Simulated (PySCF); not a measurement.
An unknown shows these calculated signals:

¹H NMR (600 MHz, computed): δ 7.95 (d, J = 1.4 Hz, 1H), 6.40 (d, J = 1.2 Hz, 1H), 4.74 (quint, J = 1.1 Hz, 1H), 3.05 (dd, J = 4.1, 1.0 Hz, 2H), 2.03 (t, J = 4.1 Hz, 1H).

¹³C{¹H} NMR (computed): δ 151.0 (CH), 149.3 (C), 99.6 (CH2), 74.2 (C), 67.8 (CH), 30.3 (CH2).

- KT2/pcSseg-1 with gauge-including orbitals
- geometry: PBE0-D3(BJ)/def2-SVP
- couplings computed with B3LYP/pcJ-1 (without the spin–dipole term)
- run in PySCF 2.14.0 with density-fitted response routines
- no solvent, non-relativistic, rapidly exchanging positions averaged, single conformer

Scale: TMS for ¹H (σref 31.18) and ¹³C (σref 183.22) (reference shieldings calculated alike).

**Question.** Which of these does the molecule contain: an NH or NH2 group, an ester, a heteroaromatic ring, an N-methyl group, a C≡C triple bond, a non-aromatic C=C double bond?

**Answer.** 
- An NH or NH2 group: no.
- An ester: yes (δC 151.0; δH 7.95 (d)).
- A heteroaromatic ring: no.
- An N-methyl group: no.
- A C≡C triple bond: yes (δC 67.8, 74.2; δH 2.03 (t)).
- A non-aromatic C=C double bond: yes.

The data belong to `C#CCC(=C)OC=O`, C6H6O2; they needn't prove each group on their own.

Carbon signals by region: 2 in the sp2 and nitrile region (100–160 ppm), 3 at 50–100 ppm, 1 below 50 ppm.

Splittings below 1 Hz are ignored in the labels, and close J values are merged. Shifts are as computed. Against solution values, carbons near 30 ppm lie about +2 ppm off and those near 130 ppm about -5 ppm. Of 1211 compounds with measured shifts, 218 miss one by over three times the rms of a fit or turn the order of signals round; such compounds aren't used in these exercises.
